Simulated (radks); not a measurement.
The dysprosium ion Dy19+, 47 electrons, occupied as [Ar] 3d10 4s2 4p5 4d10 4f2 (not the ground configuration). Method: Dirac Kohn-Sham, XLYP, spin-unpolarised, spherical densities, finite nucleus; open shells are shared between the two j in proportion to 2j + 1; Fermi nuclear charge, rms radius 5.2218 fm; computed with a radial shooting solver on a logarithmic mesh with Libxc functionals.

Normalised radial functions P(r) = r R(r) (large component), r in bohr:

r           4s1/2
0.001106   0.1288
0.001417   0.1565
0.001816   0.1888
0.002327   0.2257
0.002982   0.2667
0.003821   0.3104
0.004897   0.3538
0.006275   0.3919
0.008106   0.4176
0.01039    0.4180
0.01331    0.3802
0.01706    0.2893
0.02186    0.1340
0.02801   -0.0843
0.0359    -0.3394
0.046     -0.5686
0.05895   -0.6717
0.07614   -0.5312
0.09758   -0.1097
0.125      0.4805
0.1602     0.9348
0.2053     0.8820
0.2631     0.1770
0.3372    -0.8579
0.4321    -1.5818
0.5537    -1.5729
0.7153    -0.9939
0.9166    -0.4119
1.175     -0.1046
1.505     -0.0147
1.929     -0.0010

4s1/2: eigenvalue -859.66 eV, 3 radial nodes at r = 0.0256, 0.102, 0.275 bohr, <r> = 0.511 bohr, 90 % of the charge inside 0.730 bohr.
